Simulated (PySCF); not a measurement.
A structure optimised at r2SCAN-D4/def2-SVP, used in a PySCF frequency run:

```
Ge
H 1 1.5237
Cl 1 2.1409 2 110.50
Cl 1 2.1409 2 110.50 3 -120.00
Cl 1 2.1409 2 110.50 4 -120.00
```
Charge 0, spin multiplicity 1.

Problem. Write its SMILES, formula and point group.

Solution. [Cl][GeH]([Cl])[Cl], Cl₃GeH, C3v

Problem. What are its rotational constants (standard atomic weights)?

Solution. 2.0885, 2.0885, 1.1817 GHz
